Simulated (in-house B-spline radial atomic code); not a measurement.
**Ionising Pt VIII (Pt7+) with different functionals**

Computed with a B-spline radial code for spherical atoms: scalar-relativistic (spin-free X2C) Hamiltonian, Fermi nucleus of rms radius 5.427 fm, spin-polarised at highest spin, spherical fractional occupations for the functionals, and exact exchange of hybrids averaged over the configuration. The ionisation energy is the difference of two self-consistent energies, [Xe] 4f14 5d3 → [Xe] 4f14 5d2, without Breit or QED terms; ε is the level of the shell that loses the electron (its least bound occupied spin orbital). There is no spin-orbit coupling in this Hamiltonian.

```
   method                    rung  ΔSCF (eV)  -ε(5d) (eV)
     PBE0           global hybrid     109.36       103.27
    B3LYP           global hybrid     109.30       102.72
    TPSSh           global hybrid     109.27       101.87
   M06-2X           global hybrid     109.19       105.51
BHandHLYP           global hybrid     109.20       105.28
  r2SCAN0           global hybrid     109.50       103.48
    B97-1           global hybrid     109.18       102.72
    HSE06  range-separated hybrid     109.30       102.80
    wB97X  range-separated hybrid     108.91       105.51
CAM-B3LYP  range-separated hybrid     109.26       104.64
  LC-wPBE  range-separated hybrid     109.27       106.12
```

Task: Among the functionals, which spreads more, the ΔSCF values or the orbital energies?

Result: The orbital energies: ΔSCF values span about 0.60 eV and the orbital energies 4.25 eV; here energy differences depend much less on the functional than eigenvalues do.

Task: How do they compare with the NIST value?

Result: NIST lists 109 eV ± 2.1 (tabulated theory, ground level to ground level). Errors run from -0.09 to +0.50 eV; all lie within about twice that uncertainty, so the table can't rank the methods.
